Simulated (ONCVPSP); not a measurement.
Pseudopotentials across the periodic table

Generated with ld1.x 7.5 (TM, RRKJ, ultrasoft, PAW), atompaw 4.2 or ONCVPSP 4.0.1. The cutoff is in Ry: for ld1.x and atompaw files where the sum of valence levels is converged to 10 mRy in a Bessel basis, for ONCV files where the hardest occupied wave has 1 mHa per electron of residual kinetic energy. The error is the largest all-electron minus pseudo excitation energy over each file’s own four to seven test configurations (ionisations up to +4, promotions, holes and added fractions of an electron), all of which were solved. The labels leave out finer settings (local radius, basis sizes, second energies), which also bear on the numbers. Spin-polarised tests are not counted. The rows are a selection from randomly drawn settings: files with unsolved tests, undetermined cutoffs or missed reference levels are left out.

A true bound ghost makes a file unfit for plane-wave use even where its test errors are small: the radial tests pick states by their node count and pass the ghost by.

```csv
element,potential,cutoff (Ry),largest error (meV),bound ghosts
H,"ONCV, PBE, non-relativistic, rc 1.10/0.95 (sp), local p, core correction no, reference 1s0.75, qcut 5.6/10, projectors 2/0",28,+0.7,none
B,"ONCV, PBE, scalar-relativistic, rc 1.10/1.20/1.00 (spd), local smoothed, core correction yes, reference 2s1, qcut 4.6/6.9/9.9, projectors 2/2/1",36,+162,none
Zn,"ONCV, PBE, fully relativistic, rc 1.36/0.86/1.66 (spd), local smoothed, core correction yes, reference 3s2 3p6 3d10, qcut 9.4/12.6/9.2, projectors 2/2/2",101,+242,none
Ga,"ONCV, PBE, scalar-relativistic, rc 2.00/1.70/2.15 (spd), local smoothed, core correction yes, reference 4s1.5, qcut 2.9/3.8/4, projectors 2/1/1",45,+66,none
Ru,"ONCV, LDA (Perdew-Zunger), scalar-relativistic, rc 1.20/1.60/1.40 (spd), local smoothed, core correction yes, reference 4s2 4p6 4d7, qcut 6.6/9.7/6.5, projectors 3/2/2",177,-2.6,none
La,"ONCV, PW91, scalar-relativistic, rc 1.60/1.75/3.25/3.55 (spdf), local smoothed, core correction yes, reference 5s2 5p6 5d1, qcut 3.3/3.8/4.9/2.9, projectors 2/1/2/2",107,-1.5,none
```

(1) Fill in the row for P: ONCV, PBE, scalar-relativistic, rc 1.00/0.95/1.00 (spd), local smoothed, core correction yes, reference 2s2 2p6 3s2 3p3, qcut 12.7/17.1/9.8, projectors 2/2/2.

(2) Fill in the row for Li: ONCV, LDA (Perdew-Wang 92), scalar-relativistic, rc 0.70/0.70 (sp), local smoothed, core correction no, reference 1s2, qcut 16.4/12.6, projectors 1/2.

(3) Fill in the row for Te: ONCV, PBE, scalar-relativistic, rc 1.85/2.00/0.85 (spd), local smoothed, core correction yes, reference 4d10 5s2 5p2.5, qcut 3.2/3.6/11.5, projectors 2/3/2.

Answers

(1) cutoff 196 Ry, largest error -661 meV, bound ghosts: none.

(2) cutoff 184 Ry, largest error +80 meV, bound ghosts: none.

(3) cutoff 111 Ry, largest error -422 meV, bound ghosts: s, p.
